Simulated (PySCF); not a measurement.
# Identify the compound

The spectra below were simulated for a compound C₅H₁₀OSi.

1H NMR (300 MHz, computed): δ 12.31 (t, 1H), 4.18 (m, 2H), 2.55 (m, 2H), 2.32 (m, 1H), 2.29 (m, 1H), 2.06 (m, 1H), 1.79 (m, 2H).

13C{1H} NMR (computed): δ 245.3 (CH), 23.4 (CH2), 20.3 (CH2), 14.2 (CH).

In vacuum, rapidly exchanging positions averaged, one computed conformer, no relativistic terms. σ from GIAO-PBE0/pcSseg-1; GFN2-xTB geometry; PySCF 2.14.

Scale: TMS for 1H (σ = 31.72 ppm), 13C (σ = 186.93 ppm) (reference shieldings calculated alike).

Choose the structure that fits.
A. C=C/C=C/CO[SiH3]
B. C[C@H]1C=CO[SiH2]C1
C. O=C[SiH2]C1CCC1

## Answers

C. 

- The formula gives 2 degrees of unsaturation (1 ring in the answer).
- 4 carbon signals for 5 carbons: some carbons are equivalent by symmetry or fast rotation.
- Carbon types of the structure: 2 × CH, 3 × CH2, leaving 2 H on heteroatoms.
- δC 245.3: carbonyl carbon.
- δC 23.4, 20.3: sp3 CH2 in a ring; saturated and bonded to C and H only.
- δC 14.2: sp3 CH bonded to Si.
- δH 12.31: hydrogen on a carbonyl carbon.
- δH 2.32: hydrogen on an sp3 CH bonded to Si.

The others: C=C/C=C/CO[SiH3] would give 5 carbon signals, not 4; C[C@H]1C=CO[SiH2]C1 would give 5 carbon signals, not 4.

Shifts are as computed. Against solution values, carbons near 30 ppm lie about +3 ppm off and those near 130 ppm about +5 ppm. Of 1309 compounds with measured shifts, 239 miss one by over three times the rms of a fit or turn the order of signals round; such compounds aren't used in these exercises. No couplings were computed; multiplicities are counted from neighbouring protons, with m where these are inequivalent, close in shift, in a saturated or five-membered ring or joined by F or P, and br s for small geminal =CH2 splittings.
